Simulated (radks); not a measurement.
Results of a calculation; reference values are marked as such.
Q: Successive ionisation energies (eV) of one element, from differences of total energies of ions in their ground configurations, starting at charge 0: 5.464, 10.885, 22.572, 41.465, 70.297, 84.740, 99.668, 115.04, 136.87, 153.66, 171.73, 200.08, 229.96, 260.57, 280.67, 309.27, 343.39, 517.24, 553.89, 591.20, 629.16, 667.76. Level of theory: Dirac Kohn-Sham, exchange-only PBE, spin-unpolarised, spherical densities, finite nucleus; open shells fill j = l - 1/2 first; Fermi nuclear charge, rms radius 5.1115 fm (a radial shooting solver on a logarithmic mesh with Libxc functionals). Which element is it?

A: Europium (Z = 63). The first species listed is Eu in [Xe] 4f7 6s2, the last Eu21+ in [Kr] 4d6.
